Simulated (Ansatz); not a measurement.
AsBH$_{5}$N, SMILES `B[AsH]N`. Total charge 0; spin multiplicity 1. The geometry is a stationary point of PBE0-D4/def2-TZVP. It is one conformer, not always the lowest.

```xyz
8

B    -1.245   -0.222   -0.769
As   -0.287   -0.030    0.944
N     1.467    0.430    0.554
H    -0.972    0.460   -1.713
H    -2.207   -0.929   -0.792
H    -0.102   -1.504    1.256
H     1.691    1.328    0.959
H     1.654    0.467   -0.438
```

(1) What is the dipole moment at PBE/def2-TZVPP? (An estimate is asked.)

(2) And with r2SCAN, B3LYP, ωB97M-V? (Estimate.)

(3) Give the Mulliken charges with PBE, r2SCAN, B3LYP in def2-TZVPP. (An estimate is asked.)

## Answers

(1) The calculation gave: 1.00 D, with components (0.49, 0.78, -0.39) D in this frame, pointing from negative to positive charge.

(2) Ansatz gave: r2SCAN 1.03 D, B3LYP 1.01 D, ωB97M-V 1.04 D.

(3) Ansatz gave: 
```
atom    PBE  r2SCAN  B3LYP
  B1  -0.15   -0.13  -0.14
 As2   0.20    0.23   0.20
  N3  -0.40   -0.43  -0.41
  H4   0.03    0.01   0.04
  H5   0.03    0.02   0.05
  H6  -0.01   -0.02  -0.02
  H7   0.15    0.16   0.14
  H8   0.16    0.16   0.14
```

B3LYP here is the variant with VWN-RPA as its local correlation; programs differ in this.
